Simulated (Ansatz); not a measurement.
Start from `F[CH](F)[GaH2]` and change one atom or group to get `F[CH](F)[GeH2][SiH3]`.

Ansatz, PBE0-D4/def2-TZVP geometries, multiplicity 1. Each molecule was computed in one conformer, which needn't be the lowest.

Scalar relativity is left out up to krypton.

```csv
property,`F[CH](F)[GaH2]`
HOMO energy (ωB97M-V/def2-TZVPP) / eV,-10.14
size of the dipole moment (B3LYP/def2-TZVPP) / D,1.92
HOMO–LUMO gap (PBE/def2-TZVPP) / eV,3.57
HOMO–LUMO gap (ωB97M-V/def2-TZVPP) / eV,9.80
HOMO energy (B3LYP/def2-TZVPP) / eV,-7.69
LUMO energy (PBE/def2-TZVPP) / eV,-2.87
```

Problem. Give the same properties after the change, and the shifts. (Best estimate.)

Solution. Computed: 
```tsv
property	`F[CH](F)[GeH2][SiH3]`	shift
HOMO energy (ωB97M-V/def2-TZVPP) / eV	-10.33	-0.19
size of the dipole moment (B3LYP/def2-TZVPP) / D	1.62	-0.30
HOMO–LUMO gap (PBE/def2-TZVPP) / eV	6.07	2.50
HOMO–LUMO gap (ωB97M-V/def2-TZVPP) / eV	12.08	2.28
HOMO energy (B3LYP/def2-TZVPP) / eV	-8.02	-0.33
LUMO energy (PBE/def2-TZVPP) / eV	-0.81	2.06
```

With PBE0 the HOMO falls by 0.34 eV and the LUMO rises by 2.07 eV, so the gap widens by about 2.41 eV. PBE moves the HOMO by -0.43 eV and ωB97M-V by -0.19 eV. Dipoles are sizes alone; their direction can turn.

B3LYP here is the variant with VWN-RPA as its local correlation; programs differ in this.
